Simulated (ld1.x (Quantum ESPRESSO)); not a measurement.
**Os (Z = 76), PAW: configuration errors across variants**

- Element: Os (Z = 76)
- Generator: ld1.x (Quantum ESPRESSO) 7.5
- Type: PAW
- Functional: revPBE
- Relativity: scalar-relativistic
- Frozen core: [Kr] 4d10 4f14
- Valence charge: 16
- Reference configuration: 5s2 5p6 5d6 6s1.5 6p0 (charge +0.5)
- Partial waves: 5s (bound): rcut 1.35, rcutus 1.50 bohr; 6s (bound): rcut 1.35, rcutus 1.50 bohr; 5p (bound): rcut 1.60, rcutus 1.85 bohr; 6p (bound, empty): rcut 1.60, rcutus 1.85 bohr; 5d (bound): rcut 1.40, rcutus 1.90 bohr; 5d channel at -0.25 Ry: rcut 1.40, rcutus 1.90 bohr
- Local potential: all-electron potential smoothed inside 1.45 bohr (lloc = -2)
- Core correction: a·sin(br)/r model core, default radius (ld1.x builds one for every PAW set, though the input has nlcc=.false.)
- Augmentation charge: BESSEL, radius 1.50 bohr

All-electron excitation energies from the reference (eV): (1) 5s2 5p6 5d6 6s2 6p0 -3.874; (2) 5s2 5p6 5d6 6s1 6p0 5.614; (3) 5s2 5p6 5d6 6s0 6p0 22.392; (4) 5s2 5p6 5d7 6s0 6p0 5.029; (5) 5s2 5p6 5d6 6s0 6p1 11.747; (6) 5s2 5p6 5d6 6s0 6p2 6.559; (7) 5s2 5p5 5d6 6s2 6p0 52.985.

The overlap operator is not positive definite (basis up to 400 Ry) in “base”, “waves 5s (bound): rcut 0.96, rcutus 1.02 bohr; 6s (bound): rcut 0.96, rcutus 1.02 bohr”, “waves 5s (bound): rcut 1.16, rcutus 1.22 bohr; 6s (bound): rcut 1.16, rcutus 1.22 bohr”, “waves 5s (bound): rcut 1.35, rcutus 1.68 bohr; 6s (bound): rcut 1.35, rcutus 1.68 bohr”, “waves 5s (bound): rcut 1.35, rcutus 1.82 bohr; 6s (bound): rcut 1.35, rcutus 1.82 bohr”, “waves 5s (bound): rcut 1.35, rcutus 2.04 bohr; 6s (bound): rcut 1.35, rcutus 2.04 bohr”, “waves 5s (bound): rcut 1.35, rcutus 2.20 bohr; 6s (bound): rcut 1.35, rcutus 2.20 bohr”. Such files are unfit for use, however small their errors in these radial tests.

The file “waves 5s (bound): rcut 1.35, rcutus 2.20 bohr; 6s (bound): rcut 1.35, rcutus 2.20 bohr” misses its own reference levels by 9.1 eV.

Errors AE − PS in meV (a dash: test not solved or not reliable):

```csv
change,(1),(2),(3),(4),(5),(6),(7),bound ghosts
base,+2.2,+0.4,+18,+18,+14,+14,-70,not determined (overlap not positive)
"waves 5s (bound): rcut 0.96, rcutus 1.02 bohr; 6s (bound): rcut 0.96, rcutus 1.02 bohr",+1.0,-1.1,-2.5,-6.1,-1.0,+0.7,-101,not determined (overlap not positive)
"waves 5s (bound): rcut 1.16, rcutus 1.22 bohr; 6s (bound): rcut 1.16, rcutus 1.22 bohr",+1.2,-0.7,+2.1,-0.4,+1.7,+2.5,-91,not determined (overlap not positive)
"waves 5s (bound): rcut 1.35, rcutus 1.68 bohr; 6s (bound): rcut 1.35, rcutus 1.68 bohr",+4.4,+3.6,+56,+59,+48,+45,-9.1,not determined (overlap not positive)
"waves 5s (bound): rcut 1.35, rcutus 1.82 bohr; 6s (bound): rcut 1.35, rcutus 1.82 bohr",+6.6,+6.5,+89,+94,+78,+74,+16,not determined (overlap not positive)
"waves 5s (bound): rcut 1.35, rcutus 2.04 bohr; 6s (bound): rcut 1.35, rcutus 2.04 bohr",+12,+14,+171,+180,+155,+148,–,not determined (overlap not positive)
"waves 5s (bound): rcut 1.35, rcutus 2.20 bohr; 6s (bound): rcut 1.35, rcutus 2.20 bohr",-2981,+4307,+17246,+17243,+17259,+17265,-7098,not determined (overlap not positive)
```

(1) Give the same row for: waves 5s (bound): rcut 1.30, rcutus 1.38 bohr; 6s (bound): rcut 1.30, rcutus 1.38 bohr.

Answers

(1) +1.6, -0.3, +8.6, +7.0, +6.6, +6.7, -82; bound ghosts: not determined (overlap not positive). Its overlap operator is not positive definite in a basis up to 400 Ry (lowest eigenvalue p -0.05), so the file is unfit for use: the generalised eigenproblem breaks down once the basis is large enough, and its test numbers describe a broken file.
